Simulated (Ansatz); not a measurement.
Species: C$_{4}$H$_{2}$S$_{2}$, SMILES `S=C=C=CC=S` (C–C–C–S torsion 180°) (charge 0, multiplicity 1).

**Question.** Give a relaxed geometry from B3LYP-D3(BJ)/def2-TZVP (Ansatz, a program for electronic structure).

**Answer.** Several could match; the one computed here: the end point of this relaxation, one of several conformers (outside a Z-matrix the atoms follow the SMILES, hydrogens last).
Cartesian coordinates (Å) in one orientation:
```xyz
8

S      3.478     0.312    -1.137
C      2.017     0.356    -0.560
C      0.843     0.392    -0.097
C     -0.397     0.421     0.389
C     -1.348    -0.637     0.147
S     -2.869    -0.636     0.725
H     -0.742     1.255     0.995
H     -0.982    -1.462    -0.462
```
